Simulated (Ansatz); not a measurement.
Mulliken charges of `[OH][Sn]([OH])[F]` radical from ωB97M-V/def2-TZVPP in Ansatz (PBE0-D4/def2-TZVP geometry).

| atom | x (Å) | y (Å) | z (Å) | charge (e) |
| --- | --- | --- | --- | --- |
| O1 | -0.565 | 1.307 | -0.485 | -0.506 |
| Sn2 | -0.508 | -0.463 | 0.373 | 1.114 |
| O3 | 1.338 | -0.680 | 0.999 | -0.493 |
| F4 | -0.716 | -1.757 | -1.039 | -0.471 |
| H5 | -1.225 | 1.373 | -1.183 | 0.180 |
| H6 | 1.718 | 0.157 | 1.289 | 0.176 |

By hand: the dipole of these point charges (1 e Å = 4.8032 D).

Σ q r = (-0.521, 0.260, 0.672) e Å, of length 0.889 e Å = 4.27 D.

How does the dipole of the full density compare? (An estimate is asked.)

Computed: (-0.334, 0.370, 0.344) e Å, 2.91 D; the point charges give 1.47 times that, at 21° from its direction.

Point charges leave out the atoms' own dipoles, such as those of lone pairs, and Mulliken's split depends on the basis, so the two needn't agree.
